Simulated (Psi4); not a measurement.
C₆H₄Cl (SMILES Clc1[c]cccc1), doublet, at a GFN2-xTB geometry. Base run: R2SCAN/STO-3G in Psi4 1.11.

Geometry (Å):
```xyz
11

Cl     2.1771    -0.5919    -0.0729
C      0.5002    -0.1724    -0.0171
C     -0.4888    -1.1109     0.0058
C     -1.8187    -0.8287     0.0496
C     -2.1941     0.5148     0.0728
C     -1.2196     1.4967     0.0508
C      0.1240     1.1710     0.0061
H     -2.5646    -1.6082     0.0662
H     -3.2414     0.7756     0.1076
H     -1.5083     2.5374     0.0686
H      0.8865     1.9346    -0.0111
```
Charge 0, spin multiplicity 2.
Orbitals are unrestricted.
All else is at Psi4's defaults (density fitting).
Base energy -683.19785 Eh.

Each row names what was changed in the base input (with any setting that the change needs).

| change | ΔE vs base (µEh) | SCF cycles | grid points | basis functions |
|---|---|---|---|---|
| base | 0.0 | 12 | 228263 | 43 |
| guess = core | 0.0 | 18 | 228263 | 43 |
| dft_radial_scheme = multiexp | -117 | 12 | 245518 | 43 |
| guess = sapgau | 0.0 | 13 | 228263 | 43 |
| dft_spherical_points = 974 | -0.6 | 12 | 734574 | 43 |
| dft_radial_points = 99 | -148 | 12 | 300623 | 43 |
| df_basis_scf = cc-pvtz-jkfit | 2311 | 12 | 228263 | 43 |
| puream = true | 0.0 | 12 | 228263 | 43 |
| scf_type = disk_df | 0.0 | 12 | 228263 | 43 |
| scf_initial_accelerator = none | 0.0 | 12 | 228263 | 43 |
| cholesky_tolerance = 1e-3 (with scf_type cd) | -4044 | 12 | 228263 | 43 |
| dft_nuclear_scheme = becke | 1.3 | 12 | 227034 | 43 |
| df_basis_scf = def2-universal-jkfit | 0.0 | 12 | 228263 | 43 |

Open shells are given as the SCF converged; they aren't shown to be the lowest states, and a large step between rows can be another state.
